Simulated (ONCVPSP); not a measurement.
# Configuration tests for Ta (ONCV)

tantalum (Ta), optimised norm-conserving Vanderbilt (ONCV), made with ONCVPSP 4.0.1 (LDA (Perdew-Wang 92), scalar-relativistic). Core [Kr] 4d10 4f14, reference 5s2 5p6 5d3 6s1 6p1. Waves: 5s+6s: rc 1.60 bohr, ncon 3, nbas 7, qcut 6 1/bohr, 2 projectors; 5p+6p: rc 2.00 bohr, ncon 5, nbas 9, qcut 8.2 1/bohr, 2 projectors; 5d: rc 2.50 bohr, ncon 4, nbas 9, qcut 6.8 1/bohr, 2 projectors, debl 3.1 Ha. Local part: polynomial inside 1.35 bohr (lpopt 5, dvloc0 0 Ha). Core correction: polynomial model core, fcfact 0.35.

Energies are relative to the spin-unpolarised reference configuration 5s2 5p6 5d3 6s1 6p1; without spin polarisation the order of configurations can differ from experiment.

Problem. Give the all-electron excitation energy and the error of the potential for: 5s2 5p6 5d3 6s2 6p0; 5s2 5p6 5d3 6s1 6p0; 5s2 5p6 5d3 6s0 6p0; 5s2 5p6 5d3 6s1.5 6p0.

Solution.

```tsv
valence configuration	charge	ΔE all-electron (eV)	error AE − PS (meV)
5s2 5p6 5d3 6s2 6p0	0	-4.256	0.0
5s2 5p6 5d3 6s1 6p0	+1	4.437	-1.9
5s2 5p6 5d3 6s0 6p0	+2	19.738	-10
5s2 5p6 5d3 6s1.5 6p0	+0.5	-0.697	-0.5
```

Levels in the configuration 5s2 5p6 5d3 6s0 6p0:

```
level  all-electron (eV)  pseudo (eV)
   5s            -88.885      -88.957
   5p            -55.235      -55.266
   5d            -18.630      -18.635
```
